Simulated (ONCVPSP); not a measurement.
# Configuration tests for Pm (Z = 61) (ONCV)

- Element: promethium
- Generator: ONCVPSP 4.0.1
- Type: optimised norm-conserving Vanderbilt (ONCV)
- Functional: PBEsol
- Relativity: scalar-relativistic
- Frozen core: [Kr] 4d10 4f4
- Valence charge: 11
- Reference configuration: 5s2 5p6 5d1 6s2
- Partial waves: 5s+6s: rc 2.30 bohr, ncon 3, nbas 6, qcut 4.7 1/bohr, 2 projectors; 5p: rc 2.75 bohr, ncon 4, nbas 9, qcut 6.1 1/bohr, 2 projectors, debl 3.3 Ha; 5d: rc 2.35 bohr, ncon 3, nbas 7, qcut 4.2 1/bohr, 2 projectors, debl 3.6 Ha
- Local potential: polynomial inside 1.55 bohr (lpopt 4, dvloc0 1 Ha)
- Core correction: Teter function, fcfact 3.75, rcfact 1.6

Energies are relative to the spin-unpolarised reference configuration 5s2 5p6 5d1 6s2; without spin polarisation the order of configurations can differ from experiment.

| valence configuration | charge | ΔE all-electron (eV) | error AE − PS (meV) |
| --- | --- | --- | --- |
| 5s2 5p6 5d1 6s0 | +2 | 17.944 | -6.5 |
| 5s2 5p6 5d0 6s0 | +3 | 37.514 | -75 |
| 5s2 5p6 5d1 6s0 6p1 | +1 | 9.724 | +0.7 |

Q: What are ΔE and the potential's error for 5s2 5p6 5d1 6s1?

A: ΔE = 6.390 eV all-electron; the error (AE − PS) is -2.6 meV.
